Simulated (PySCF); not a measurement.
Compound: 4'-chloroacetophenone, C8H7ClO.
Structure used (GFN2-xTB), in Å, numbered top down from 1:
```xyz
17
C8H7ClO angstrom
C     -2.6437   -0.6942   -0.0593
C     -1.7428    0.4211    0.4098
O     -2.1830    1.4033    0.9633
C     -0.2842    0.2637    0.1632
C      0.5645    1.2741    0.6195
C      1.9292    1.1984    0.4336
C      2.4609    0.0982   -0.2238
Cl     4.1654   -0.0150   -0.4632
C      1.6365   -0.9159   -0.6902
C      0.2714   -0.8324   -0.4952
H     -2.5607   -0.8137   -1.1374
H     -2.3647   -1.6298    0.4198
H     -3.6723   -0.4528    0.1959
H      0.1246    2.1202    1.1258
H      2.5789    1.9809    0.7925
H      2.0657   -1.7633   -1.2016
H     -0.3528   -1.6309   -0.8627
```

Definitions: NICS(0) = −σiso at the ring centroid; NICS(1) = −σiso and NICS(1)zz = −σzz at ±1 Å along the ring normal z. Level: GIAO PBE0/pcSseg-1 (PySCF, non-relativistic, gas phase) on the GFN2-xTB geometry, one conformer.

Ring bond lengths (Å), with Mayer bond orders in brackets: C4–C5 1.396 (1.41), C5–C6 1.379 (1.44), C6–C7 1.388 (1.34), C7–C9 1.388 (1.35), C9–C10 1.381 (1.45), C10–C4 1.394 (1.36).

Task: What do the NICS probes read (ppm)?

Result: 
```
              ring                                              type  NICS(0)  NICS(1), two faces  NICS(1)zz, two faces  rms pucker (Å)  centre to ring atoms, mean (Å)
C4–C5–C6–C7–C9–C10  6-membered carbocycle; formal bonds all aromatic     -8.6       -10.9 / -10.9         -26.0 / -26.0            0.00                            1.39
```

Task: What do they say, and how far can they be read as aromaticity?

Result: 
- C4–C5–C6–C7–C9–C10: mean NICS(1)zz -26.0 ppm, shielded. For a flat ring without four-coordinate atoms the NICS criterion counts such a value as aromatic.

Task: And the bond-length index? Use HOMA with the parameters of Krygowski (1993).

Result: 
- C4–C5–C6–C7–C9–C10: HOMA 0.99 = 1 − EN − GEO, with mean bond length 1.388 Å, EN = α(Ropt − mean)² = 0.000 and GEO = α × variance = 0.009. The geometric and the magnetic index point the same way.

Task: What is the mean of the two in-plane components of NICS at the second NICS(1) probe listed for ring C4–C5–C6–C7–C9–C10, 1 Å off the ring?

Result: The isotropic value is a third of the trace: (3 × -10.9 − (-26.0))/2 = -3.4 ppm.
